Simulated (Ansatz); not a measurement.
```yaml
crystal:
  periodic: [false, false, false]
  atoms:
    - {symbol: C, position_ang: [1.416101, -1.637743, 0.219678]}
    - {symbol: O, position_ang: [1.056944, -0.404251, 0.845813]}
    - {symbol: Al, position_ang: [-0.231583, 0.927768, 0.114252]}
    - {symbol: C, position_ang: [-0.243577, 0.537800, -1.808461]}
    - {symbol: C, position_ang: [-1.841618, 0.715179, 1.200734]}
    - {symbol: F, position_ang: [0.842701, 2.142580, 0.594697]}
    - {symbol: H, position_ang: [0.492192, -2.189045, 0.060081]}
    - {symbol: H, position_ang: [1.902802, -1.461096, -0.740627]}
    - {symbol: H, position_ang: [2.067629, -2.208544, 0.881818]}
    - {symbol: H, position_ang: [1.834377, 0.129853, 1.053008]}
    - {symbol: H, position_ang: [-0.666277, -0.446701, -2.038428]}
    - {symbol: H, position_ang: [0.752404, 0.584166, -2.261333]}
    - {symbol: H, position_ang: [-0.861907, 1.266758, -2.343415]}
    - {symbol: H, position_ang: [-2.300161, -0.270551, 1.065236]}
    - {symbol: H, position_ang: [-1.637760, 0.838349, 2.268632]}
    - {symbol: H, position_ang: [-2.605268, 1.452877, 0.932713]}
basis:
  gaussian: {orbitals: def2-TZVPD}
magnetization: {spin_polarized: true, initial_magnetization: 2}
hamiltonian: {xc: {name: HF}}
correlation: {method: mp2, frozen_orbitals: {C: 0}}
```

```sh
$ ansatz run in.yaml --threads 4 --pin off --events-out ev --progress --plain --max-ram 11315MiB
```

Shortened log:

```
Functional definition: HF
Error: "frozen_orbitals" has no count for O
```

**Question.** Something in this input is off. What?

**Answer.** Frozen orbitals are typed for one element alone, and the program wants a count for each. The program refused the input.
